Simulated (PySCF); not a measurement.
C2H11NOSi2.
SMILES with atom numbers: `[NH2:1][SiH2:2][CH2:3][CH2:4][SiH2:5][OH:6]` (hydrogens: H7, H8 on N1; H9, H10 on Si2; H11, H12 on C3; H13, H14 on C4; H15, H16 on Si5; H17 on O6)

Computed geometry: GFN2-xTB, gas phase.

**Question.** Give the optimised bond lengths and angles.

**Answer.** 
```csv
bond,length (Å),order
N1–Si2,1.744,single
Si2–C3,1.900,single
C3–C4,1.534,single
C4–Si5,1.907,single
Si5–O6,1.616,single
"N1–H7, N1–H8",1.009,single
Si2–H9,1.464,single
Si2–H10,1.474,single
"C3–H11, C3–H12",1.094,single
"C4–H13, C4–H14",1.092,single
Si5–H15,1.472,single
Si5–H16,1.459,single
O6–H17,0.973,single
```

Bonds in one row agree within 0.01 Å and their mean is given. Orders are formal, as drawn. A selection of angles:
```csv
angle,degrees
Si2–N1–H7,117.1
H7–N1–H8,108.7
N1–Si2–C3,108.6
N1–Si2–H9,103.8
N1–Si2–H10,112.9
C3–Si2–H9,112.9
C3–Si2–H10,108.6
H9–Si2–H10,110.0
Si2–C3–C4,115.8
Si2–C3–H11,110.4
Si2–C3–H12,106.8
C4–C3–H11,109.1
H11–C3–H12,105.6
C3–C4–Si5,115.2
C3–C4–H13,108.4
C3–C4–H14,109.0
Si5–C4–H13,108.2
Si5–C4–H14,109.9
H13–C4–H14,105.8
C4–Si5–O6,112.6
C4–Si5–H15,107.6
C4–Si5–H16,110.4
O6–Si5–H15,110.4
O6–Si5–H16,104.4
H15–Si5–H16,111.4
Si5–O6–H17,118.4
```

Torsions: N1–Si2–C3–C4 -76° (synclinal); Si2–C3–C4–Si5 76° (synclinal); C3–C4–Si5–O6 -62° (synclinal); H17–O6–Si5–C4 38° (synclinal). The mirror-image conformer, all signs reversed, is as good.

N1 (silicon-bound nitrogen) is pyramidal (angles 117.1°, 117.0° and 108.7°, sum 342.8°, 0.29 Å off the plane of its three neighbours). H17 on O6 lies 1.83 Å from N1, 6 bonds away (angle at H 164°; Bondi radii sum to 2.75 Å): the geometry of an intramolecular hydrogen bond. Si2 (SiH2 silicon) is distorted tetrahedral (angles from 103.8° to 112.9°). Si5 (oxygen-bound silicon) is distorted tetrahedral (angles from 104.4° to 112.6°). Of the pairs four or more bonds apart, those above aside, Si2···H17 is among the closest relative to their van der Waals radii: 2.83 Å, 86 % of the sum of Bondi's values.

Point group: C1 (no symmetry element, even within 0.4 Å). Not checked by GFN2-xTB frequencies. The numbers are those of one conformer (H–N1–Si2–C3 -56° and 172°, N1–Si2–C3–C4 -76°, Si2–C3–C4–Si5 76°, C3–C4–Si5–O6 -62°, C4–Si5–O6–H 38°).
